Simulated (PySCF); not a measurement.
Compound: CH₇BP₂.
Numbering: `[CH3:1][B:2]([PH2:3])[PH2:4]` (hydrogens: H5, H6, H7 on C1; H8, H9 on P3; H10, H11 on P4)

Method: TDDFT CAM-B3LYP/def2-SVPD, vertical, gas phase, core orbitals frozen in the response in PySCF 2.14.0, density-fitted response routines. Geometry: PBE0-D3(BJ)/def2-SVP, one conformer, isolated molecule. Torsions of this conformer, `[CH3:1][B:2]([PH2:3])[PH2:4]`: H–P3–B2–C1 -145°, H–P3–B2–C1 -44°, H–P4–B2–C1 -51°, H–P4–B2–C1 -151°.

Task: List the vertical singlet excitations with oscillator strengths and describe the spectrum.

Result: 

```csv
state,E (eV),E (kJ/mol),λ (nm),f,"main configurations (H = HOMO, L = LUMO)"
S1,4.88,471,253.8,0.023,H-1→L (91%)
S2,5.18,500,239.4,0.184,H→L (93%)
S3,6.35,612,195.3,0.0012,H→L+1 (89%)
S4,6.42,619,193.2,0.027,"H-2→L (72%), H-1→L+1 (13%), H-3→L (9%)"
S5,6.47,624,191.7,0.052,"H-1→L+1 (75%), H-2→L (12%)"
S6,6.67,644,185.8,0.010,"H→L+2 (50%), H-1→L+2 (30%), H-1→L+3 (8%)"
S7,6.77,653,183.2,0.022,"H-1→L+3 (42%), H→L+3 (31%), H-1→L+2 (12%)"
S8,6.88,664,180.1,0.033,"H-3→L (74%), H-2→L (8%)"
S9,7.38,712,168.0,0.064,"H-1→L+2 (28%), H→L+3 (23%), H→L+2 (17%)"
S10,7.50,724,165.3,0.379,"H-1→L+3 (23%), H→L+3 (18%), H→L+2 (12%)"
```

Triplets (Tamm–Dancoff): T1 3.96 eV, H-1→L (94%); T2 4.20 eV, H→L (93%); T3 5.76 eV, H→L+2 (57%), H-1→L+2 (18%); T4 5.82 eV, H→L+3 (29%), H-1→L+3 (25%), H→L+1 (12%).

The lowest singlet comes at 254 nm (471 kJ/mol) in the ultraviolet; it is weak; its leading configuration is HOMO-1→LUMO (91%). The strongest level in the table is S10 at 7.50 eV (165 nm, f = 0.379). It is the last of those listed, so stronger ones may follow. Löwdin shares by element: HOMO phosphorus 70%, boron 13%, hydrogen 5% or more; LUMO boron 40%, phosphorus 33%, carbon 10% (atoms not listed hold the other 16%). Orbital energies (eV): HOMO-3 -10.79, HOMO-2 -10.72, HOMO-1 -8.61, HOMO -8.50, LUMO -0.28, LUMO+1 0.73, LUMO+2 1.74. The oscillator strengths of these states sum to 0.797; summed over the whole spectrum of an exact calculation they would give the number of electrons, 48 (Thomas–Reiche–Kuhn). Of the 10 states listed, 8 reach f = 0.01 and none stays under 0.0005. The vertical ionisation energy (ΔSCF) is 9.32 eV, 1.82 eV above S10. Only the lowest 10 singlets were computed, as vertical energies without vibronic structure.
